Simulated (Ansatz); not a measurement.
The cluster IrPt₃⁻. The state is a triplet with charge -1. Geometry PBE-D4/def2-SVPD.

```
atom   x (Å)   y (Å)   z (Å)
 Ir1   0.025   0.212  -0.368
 Pt2  -1.162  -0.047   1.741
 Pt3   0.141   1.353  -2.413
 Pt4   0.996  -1.518   1.040
```

In the def2 sets Ir, Pt take a core potential; there is no spin–orbit coupling. LC-ωPBE has ω = 0.4 bohr⁻¹. At HF/def2-TZVPD, PBE-D4/def2-TZVPD, BLYP-D4/def2-TZVPD, PBE0-D4/def2-TZVPD and others the charge -1 triplet is spin-contaminated (final ⟨S²⟩ up to 4.15, 2.00 for a pure state). The geometry of the triplet was relaxed on an unsound state (⟨S²⟩ 3.02, where a pure state has 2.00). At PBE0-D4/def2-TZVPD a quintet of charge -1 lies 0.22 eV below the triplet, each at its own geometry. The structure comes from a short search, and lower isomers may exist.

Q: Estimate the α-spin orbital energies around the gap (eV) in Ansatz with HF/def2-TZVPD, PBE-D4/def2-TZVPD, BLYP-D4/def2-TZVPD, PBE0-D4/def2-TZVPD, LC-ωPBE/def2-TZVPD.

A: 
| orbital | HF/def2-TZVPD | PBE-D4/def2-TZVPD | BLYP-D4/def2-TZVPD | PBE0-D4/def2-TZVPD | LC-ωPBE/def2-TZVPD |
| --- | --- | --- | --- | --- | --- |
| HOMO−13 | -7.68 | -2.72 | -2.58 | -3.84 | -6.36 |
| HOMO−12 | -7.49 | -2.56 | -2.42 | -3.42 | -5.64 |
| HOMO−11 | -7.38 | -2.39 | -2.25 | -3.33 | -5.60 |
| HOMO−10 | -6.95 | -2.02 | -1.89 | -3.23 | -5.46 |
| HOMO−9 | -6.61 | -1.70 | -1.58 | -2.85 | -5.17 |
| HOMO−8 | -6.25 | -1.67 | -1.57 | -2.75 | -5.12 |
| HOMO−7 | -5.63 | -1.64 | -1.53 | -2.74 | -4.86 |
| HOMO−6 | -5.51 | -1.56 | -1.44 | -2.54 | -4.82 |
| HOMO−5 | -5.50 | -1.27 | -1.13 | -2.45 | -4.73 |
| HOMO−4 | -5.33 | -1.17 | -1.05 | -2.21 | -4.40 |
| HOMO−3 | -5.08 | -1.12 | -0.99 | -2.12 | -4.39 |
| HOMO−2 | -4.99 | -0.99 | -0.87 | -2.12 | -4.39 |
| HOMO−1 | -3.91 | -0.98 | -0.87 | -2.09 | -4.35 |
| HOMO | -3.08 | -0.82 | -0.69 | -2.02 | -3.76 |
| LUMO | 3.30 | -0.14 | -0.04 | 0.69 | 2.70 |
| LUMO+1 | 3.52 | 0.21 | 0.21 | 1.14 | 3.24 |
| LUMO+2 | 3.56 | 1.00 | 1.07 | 1.71 | 3.32 |
| LUMO+3 | 3.81 | 1.94 | 1.98 | 2.44 | 3.49 |
| LUMO+4 | 3.86 | 2.35 | 2.35 | 2.73 | 3.52 |
| LUMO+5 | 4.12 | 2.40 | 2.41 | 2.88 | 3.75 |
| β HOMO | -2.62 | -0.56 | -0.42 | -1.27 | -3.19 |
| β LUMO | 3.52 | -0.31 | -0.22 | 0.62 | 2.69 |
